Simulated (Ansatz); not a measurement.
Isolated molecules relaxed with PBE0-D4/def2-TZVP in Ansatz; ΔE leaves out vibrations. CBS: MP2 limit from def2 TZ/QZ plus the TZ coupled-cluster correction, frozen cores. This one scheme is used for every species. DFT in def2-TZVPP. For Sc outer-core shells are correlated without core-valence functions, which leaves a few kJ/mol of doubt a bond. Scalar relativity is left out up to krypton. One conformer a species, not always the lowest.

Consider the silylene loss: `[NH2][Sc]([OH])[O][SiH3]` → `[NH2][Sc]([OH])[OH]` + `[SiH2]`.

`[NH2][Sc]([OH])[O][SiH3]`:

Cartesian coordinates in Å:
```
N 0.242 -2.405 -0.739
Sc -0.739 -0.760 -0.237
O -2.605 -0.850 -0.263
O 0.301 0.767 0.232
Si 1.116 2.109 0.649
H 1.248 -2.515 -0.773
H -0.170 -3.289 -1.009
H -3.543 -0.696 -0.214
H 1.554 2.039 2.072
H 0.267 3.323 0.486
H 2.328 2.278 -0.202
```

`[NH2][Sc]([OH])[OH]`:

```xyz
8

N    -1.564   -0.087    0.524
Sc    0.317    0.018   -0.106
O     1.277    1.548    0.395
O     0.931   -1.424   -1.134
H    -2.046    0.603    1.085
H    -2.214   -0.841    0.342
H     1.901    2.248    0.556
H     1.399   -2.064   -1.662
```

`[SiH2]`:

Cartesian coordinates in Å:
```
Si 0.108 0.699 -0.079
H -0.413 -0.179 1.054
H 0.304 -0.520 -0.975
```

CCSD(T)/CBS gives +350.0 kJ/mol.

Question: Another level gave +361.7 kJ/mol. Which?
A. CCSD(T)/def2-TZVPP
B. BHLYP-D4/def2-TZVPP
C. BLYP/def2-TZVPP
D. HF/def2-TZVPP

Answer: B. BHLYP-D4 361.7, HF/def2-TZVPP 350.9, BLYP 317.7, CCSD(T)/def2-TZVPP 343.5 kJ/mol.

Largest T1 diagnostic among the species: 0.016.

From PBE to PBE0 (25 % exact exchange), in def2-TZVPP and without D4, ΔE moves by +14.4 kJ/mol. At CCSD(T), def2-SVP lies −12.1 kJ/mol from the extrapolated value and def2-TZVPP −6.5 kJ/mol. Leaving LDA and LC-ωPBE aside and taking each functional with its dispersion term where it has one, the values, not all of them listed here, spread over 40.1 kJ/mol, from BLYP-D4 to r2SCAN0-D4. LDA lies +30.1 kJ/mol from PBE without D4.
